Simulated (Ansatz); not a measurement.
CH$_{4}$BF$_{2}$N, singlet, geometry from GFN2-xTB, with bond 3-1 at 1.4 times its length; CASSCF(4,3)/6-31G run with Ansatz (a program for electronic structure).

Input for Ansatz:
Ansatz 0.2 input:
```yaml
crystal:
  periodic: [false, false, false]
  atoms:
    - {symbol: B, position_ang: [0.23220039, 0.41572282, 0.29037669]}
    - {symbol: F, position_ang: [1.27354288, 0.88431928, 0.97168600]}
    - {symbol: F, position_ang: [-1.22542431, 1.55901580, 0.13711663]}
    - {symbol: N, position_ang: [0.24751763, -0.84816698, -0.26492793]}
    - {symbol: C, position_ang: [-0.81303220, -1.47728198, -1.02636782]}
    - {symbol: H, position_ang: [1.06618515, -1.42508385, -0.14984154]}
    - {symbol: H, position_ang: [-1.14730226, -2.39168339, -0.53220151]}
    - {symbol: H, position_ang: [-0.46640458, -1.72459666, -2.03172919]}
    - {symbol: H, position_ang: [-1.64915541, -0.78650893, -1.09872981]}
basis:
  gaussian:
    orbitals: 6-31G
hamiltonian:
  xc: hf
magnetization: {spin_polarized: false}
correlation: {active_space: {window: {electrons: 4, orbitals: 3}}}
```

Output, abridged:

```
Functional definition: HF
664 factors; integrals over basis functions are off by at most 1.8e-4 eV
mean field evaluation 1: about -8654.8517 eV, gradient 4.0e1 eV
mean field evaluation 2: about -8654.8525 eV, gradient 4.0e1 eV
mean field evaluation 4: about -8658.3775 eV, gradient 3.0e0 eV
mean field evaluation 8: about -8658.4185 eV, gradient 1.2e-1 eV
mean field -8658.41858977 eV, -318.1910142873 hartree, gradient 1.2e-6 eV, S^2 0.000000; 0 other end points of the search recorded, 0 dependent functions left out
reference -8658.41858977 eV, -318.1910142873 hartree; 20, 20 occupied and 33, 33 virtual orbitals, 664 factors
state -8659.32215722 eV, -318.2242197784 hartree
Total energy: -8659.32215722 eV, -318.2242197784 hartree
```
